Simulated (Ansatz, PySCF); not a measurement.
Spin states of H2I2Zr (SMILES [I][ZrH2][I]), each relaxed with B3LYP-D3(BJ)/def2-TZVP.
State 1 (charge 0, multiplicity 1):
```xyz
5

Zr    -0.11417    -0.05292     0.06381
I     -0.55011     0.96153    -2.39843
I      2.40761     0.11988     1.00863
H     -1.21526     0.82744     1.23713
H     -0.58174    -1.82618     0.03165
```
State 2 (charge 0, multiplicity 3):
```xyz
5

Zr    -0.4243    -0.2295     0.2895
I      0.2931     1.0768    -2.2029
I      2.3916     0.4758     0.2102
H     -1.4875     0.7510     1.4624
H     -0.8266    -2.0445     0.1836
```

Singlets are restricted, other states unrestricted; no spin–orbit coupling, no relativity up to Kr; see below for the cores. The largest T1 diagnostic is 0.016.

Correlated levels freeze the inner cores; with def2 sets outer-core shells near the valence are correlated too. CBS: X⁻³ extrapolation of the correlation energy, Hartree–Fock from the larger set.

Programs: Ansatz (Gaussian basis) for Hartree–Fock, density functionals and correlated methods; PySCF for the dispersion terms. Values without a source in brackets are computed. In def2 rows elements past Kr take small-core potentials, without spin–orbit coupling.

PBE/def2-TZVPP gives 273.9 kJ/mol for the energy of the multiplicity-3 state less that of the multiplicity-1 state.

How do the other levels lie against it? Give each less PBE: PBE-D3(BJ)/def2-TZVPP, r2SCAN/def2-TZVPP, B3LYP/def2-TZVPP, wB97M-V/def2-TZVPP, B2PLYP/def2-TZVPP, CCSD(T)/CBS(def2-SVP, def2-TZVPP).

PBE-D3(BJ)/def2-TZVPP -1.2; r2SCAN/def2-TZVPP 3.8; B3LYP/def2-TZVPP 1.5; wB97M-V/def2-TZVPP -0.9; B2PLYP/def2-TZVPP 18.1; CCSD(T)/CBS(def2-SVP, def2-TZVPP) 22.7 kJ/mol. 4 of 6 lie above PBE; the widest gap is to CCSD(T)/CBS(def2-SVP, def2-TZVPP).

Ansatz is a program for electronic structure.
